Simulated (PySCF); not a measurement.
Atom-mapped SMILES (the numbers label the heavy atoms): `[CH:1]#[C:2][AlH:3][C:4]([CH3:5])([CH3:6])[CH2:7][CH3:8]`; H(Xn) means a hydrogen on atom n.

[PySCF 2.14.0 with density-fitted response routines: σ from GIAO-PBE0/pcSseg-1; PBE0-D3(BJ)/def2-SVP structure; equivalent nuclei averaged; one computed conformer; gas phase; non-relativistic]

Q: List the cross peaks expected in HSQC, COSY and HMBC spectra.

A: 

HSQC (one-bond C–H):
```tsv
δH	δC
2.42 (H(C1))	109.5 (C1)
1.34 (H(C7))	37.0 (C7)
1.07 (H(C5)/H(C6))	26.2 (C5/C6)
0.99 (H(C8))	17.4 (C8)
```

COSY cross peaks (H two or three bonds apart, from the bond graph; peaks can be absent where the dihedral angle is near 90°):
```tsv
δH	δH
1.34 (H(C7))	0.99 (H(C8))
```

HMBC (two and three bonds, from the bond graph):
```tsv
δH	δC
4.94 (H(Al3))	109.5 (C1), 97.6 (C2), 37.0 (C7), 26.4 (C4), 26.2 (C5/C6)
2.42 (H(C1))	97.6 (C2)
1.34 (H(C7))	26.4 (C4), 26.2 (C5/C6), 17.4 (C8)
1.07 (H(C5)/H(C6))	37.0 (C7), 26.4 (C4), 26.2 (C5/C6)
0.99 (H(C8))	37.0 (C7), 26.4 (C4)
```

δ = σ(ref) − σ, references computed at the same level: $^{1}$H, $^{13}$C against TMS.

Short H···H contacts in this conformer between protons four or more bonds apart (candidates for NOE cross peaks, intensity ∝ r⁻⁶): H(C6)···H(C8) 2.27 Å, H(C5)···H(C7) 2.43 Å.

Hydrides on Al or Ga are broadened by the quadrupolar metal nucleus. Shifts are as computed. Against solution values, carbons near 30 ppm lie about +2 ppm off and those near 130 ppm about +5 ppm. Of 1211 compounds with measured shifts, 218 miss one by over three times the rms of a fit or turn the order of signals round; such compounds aren't used in these exercises.
